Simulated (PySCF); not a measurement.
# Magnetisability: SMILES CC[O][GeH2][AsH2], C2H9AsGeO

Molfile (atoms numbered from 1):
```
C2H9AsGeO
     RDKit          3D

 14 13  0  0  0  0  0  0  0  0999 V2000
   -2.2866    0.9235   -0.1331 C   0  0  0  0  0  0  0  0  0  0  0  0
   -1.3910   -0.3030   -0.0516 C   0  0  0  0  0  0  0  0  0  0  0  0
   -0.1354   -0.0047   -0.6219 O   0  0  0  0  0  0  0  0  0  0  0  0
    1.3961   -0.7651   -0.1650 Ge  0  0  0  0  0  4  0  0  0  0  0  0
    2.9533    0.4500   -1.4736 As  0  0  0  0  0  3  0  0  0  0  0  0
   -3.2686    0.6946    0.2726 H   0  0  0  0  0  0  0  0  0  0  0  0
   -1.8477    1.7420    0.4320 H   0  0  0  0  0  0  0  0  0  0  0  0
   -2.3903    1.2358   -1.1688 H   0  0  0  0  0  0  0  0  0  0  0  0
   -1.8470   -1.1375   -0.5989 H   0  0  0  0  0  0  0  0  0  0  0  0
   -1.2751   -0.6110    0.9957 H   0  0  0  0  0  0  0  0  0  0  0  0
    1.4244   -0.7182    1.3721 H   0  0  0  0  0  0  0  0  0  0  0  0
    1.2565   -2.2717   -0.4415 H   0  0  0  0  0  0  0  0  0  0  0  0
    3.3606    1.2855   -0.2918 H   0  0  0  0  0  0  0  0  0  0  0  0
    4.0500   -0.5205   -1.1234 H   0  0  0  0  0  0  0  0  0  0  0  0
  1  2  1  0
  2  3  1  0
  3  4  1  0
  4  5  1  0
  1  6  1  0
  1  7  1  0
  1  8  1  0
  2  9  1  0
  2 10  1  0
  4 11  1  0
  4 12  1  0
  5 13  1  0
  5 14  1  0
M  END
```

Computed with PySCF 2.14.0, GIAO B97-2/pcSseg-1 magnetisability, rotational g tensor and spin-rotation constants, non-relativistic, gas phase. Geometry: GFN2-xTB.

The calculation is non-relativistic, which matters for the atoms heavier than Zn.

Problem. What are the magnetisability and the molar susceptibility?

Solution. Isotropic -1497 × 10⁻³⁰ J/T², or -90.2 × 10⁻⁶ cm³/mol; principal values -1586, -1483, -1423 × 10⁻³⁰ J/T², anisotropy 143 × 10⁻³⁰ J/T² (root of half the summed squared differences of the principal values). The susceptibility is in cgs units.

Problem. Split it along the inertial axes a, b, c into diamagnetic and paramagnetic parts about the centre of mass, with the quadrupole moment.

Solution. 
| axis | χ (10⁻⁶ cm³/mol) | diamagnetic (10⁻⁶ cm³/mol) | paramagnetic (10⁻⁶ cm³/mol) | summed x² of all electrons (Å²) | quadrupole Θ (D Å) |
| --- | --- | --- | --- | --- | --- |
| a | -94.3 | -392.2 | 297.9 | 333.1 | +5.19 |
| b | -89.2 | -1504.1 | 1414.9 | 71.0 | -3.57 |
| c | -87.0 | -1714.7 | 1627.7 | 21.4 | -1.62 |

Anisotropies 2χaa − χbb − χcc = -12.3 and 2χbb − χaa − χcc = +3.0 × 10⁻⁶ cm³/mol. Θ is traceless in Buckingham's convention.

Problem. And the rotational g tensor?

Solution. 
```csv
axis,rotational constant (GHz),g,nuclear part,electronic part
a,4.1474,-0.0160,0.5645,-0.5805
b,0.8317,-0.0032,0.5497,-0.5528
c,0.7135,-0.0038,0.5417,-0.5456
```
Asymmetric top; isotopes 75As, 12C, 74Ge, 1H, 16O; no vibrational averaging.
